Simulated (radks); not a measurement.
Values are calculated unless marked as measured or tabulated.
Task: Radial electron density D(r) = 4 pi r^2 rho(r) of an atom or ion with 19 electrons. Code: a radial shooting solver on a logarithmic mesh with Libxc functionals. Model: scalar-relativistic Kohn-Sham, r2SCAN, spin-polarised, spherical densities, finite nucleus; meta-GGA in the generalised Kohn-Sham scheme; Fermi nuclear charge, rms radius of each element as measured or else 0.836 A^(1/3) + 0.57 fm.

r (bohr)  D(r) (e/bohr)   spin D(r)
0.002636         0.3817  0.00000254
0.003515         0.6531  0.00000435
0.004688          1.105  0.00000737
0.006253          1.842   0.0000123
0.00834           3.010   0.0000204
0.01112           4.792   0.0000329
0.01484           7.365   0.0000523
0.01979           10.80   0.0000818
0.02618           14.79    0.000126
0.03492           18.87    0.000203
0.04658           21.71    0.000348
0.06212           22.02    0.000646
0.08285           19.60     0.00125
0.1105            16.51     0.00233
0.1474            16.18     0.00382
0.1966            19.69     0.00496
0.2622            22.86     0.00430
0.3497            20.06     0.00150
0.4664            11.99   -0.000104
0.6221            5.900     0.00467
0.8297            5.615      0.0141
1.107             6.807      0.0156
1.476             5.281     0.00425
1.969             2.419    -0.00180
2.605            0.6776      0.0181
3.474            0.1638      0.0732
4.634            0.1500       0.144
6.18             0.1714       0.171
8.243            0.1146       0.115
10.99           0.03606      0.0361
14.66          0.004464     0.00446
19.56         0.0001917    0.000192

What is the nuclear charge?

Result: Z = 19. The innermost maximum, from 1s, lies near gamma/Z bohr with gamma = sqrt(1 - (Z/c)^2) = 0.990, here 0.0521 bohr (found: 0.0555), and its height grows with Z. The density is that of neutral potassium in [Ar] 4p1; the configuration itself is not fixed sharply by these data, and Z only to about a unit. D(r) has 4 maxima, at r = 0.0555, 0.271, 1.11, 5.89 bohr, and minima at 0.131, 0.718, 4.04 bohr, inside which lie 2.15, 10.33, 18.10 electrons.
